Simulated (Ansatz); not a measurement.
F₃ISi, SMILES `F[Si](F)(F)I`, 5 atoms. Total charge 0; spin multiplicity 1. Correlated methods include outer-core shells of I, which these sets cover unevenly. I takes the def2 core potential. All runs use 2 threads of a server CPU on a shared host. Correlated methods freeze the cores.

Q: Give the basis size and wall time and peak host memory of each of these runs in Ansatz. RKS ωB97M-V/def2-SVP energy; RKS PBE0-D4/def2-TZVP relaxation (6 steps); RKS PBE0-D4/def2-SVP energy; RKS r2SCAN-D4/def2-TZVPP energy and forces; RKS PBE0-D4/def2-TZVP frequencies; RKS PBE-D4/def2-TZVPP energy and forces; RHF-MP2/def2-QZVPP energy; RHF-CCSD(T)/def2-TZVPP energy; direct RPA on PBE orbitals/def2-TZVPP energy; RKS PBE0-D4/def2-QZVPP energy; RKS B2PLYP (frozen core)/def2-TZVPP energy; RHF-CCSD(T)/def2-SVP energy. (Best estimate.)

A: The calculation gave: Other jobs shared the machine, so times are rough.

```csv
level,job,functions,wall time,peak host memory (GiB)
RKS PBE0-D4/def2-SVP,energy,86,1.2 s,0.19
RKS PBE-D4/def2-TZVPP,energy and forces,185,2.3 s,0.23
RKS r2SCAN-D4/def2-TZVPP,energy and forces,185,4.2 s,0.25
RKS ωB97M-V/def2-SVP,energy,86,4.4 s,0.27
RHF-CCSD(T)/def2-SVP,energy,86,4.7 s,0.33
RKS B2PLYP (frozen core)/def2-TZVPP,energy,185,4.8 s,0.48
direct RPA on PBE orbitals/def2-TZVPP,energy,185,4.9 s,0.42
RKS PBE0-D4/def2-QZVPP,energy,323,6 s,0.96
RHF-MP2/def2-QZVPP,energy,323,13 s,1.2
RKS PBE0-D4/def2-TZVP,relaxation (6 steps),180,27 s,0.45
RKS PBE0-D4/def2-TZVP,frequencies,180,79 s,0.45
RHF-CCSD(T)/def2-TZVPP,energy,185,95 s,2.4
```
